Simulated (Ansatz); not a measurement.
`O=C[N]([AlH2])[SiH3]`. Charge 0, multiplicity 1.

```tsv
atom	x (Å)	y (Å)	z (Å)
O1	-0.693	-2.226	0.073
C2	0.170	-1.458	0.433
N3	0.162	-0.121	0.127
Al4	1.470	1.002	0.687
Si5	-1.256	0.308	-0.849
H6	1.029	-1.797	1.041
H7	2.619	0.342	1.545
H8	1.364	2.520	0.283
H9	-2.514	0.064	-0.106
H10	-1.249	-0.401	-2.148
H11	-1.103	1.767	-1.086
```

Problem. Give the diagnostics of a CCSD(T)/def2-TZVPP run (frozen core, Ansatz 0.2.0). (Best estimate.)

Solution. Computed: T1 = 0.0155, largest single amplitude 0.030, largest double 0.028, (T) share of the correlation energy 4.0 %, 11 CCSD cycles. The RHF solution is stable towards an unrestricted one. T1 lies under the customary mark of 0.02 for closed shells.
